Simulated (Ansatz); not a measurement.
def2 core potentials replace the inner electrons of Sn.

Species: CH₃Cl₃Sn, SMILES `[CH3][Sn]([Cl])([Cl])[Cl]` with one electron added (charge -1, multiplicity 2).

Problem. Give a relaxed geometry from PBE0-D3(BJ)/def2-SVP (Ansatz, a program for electronic structure).

Solution. the end point of this relaxation (outside a Z-matrix the atoms follow the SMILES, hydrogens last).
Z-matrix (Å, degrees):
```
C
H 1 1.0989
H 1 1.0989 2 110.29
H 1 1.0990 2 110.29 3 -122.06
Sn 1 2.1809 2 108.65 4 -118.99
Cl 5 2.5296 1 95.02 2 40.54
Cl 5 2.5296 1 95.04 2 -79.46
Cl 5 2.5296 1 95.03 2 160.53
```
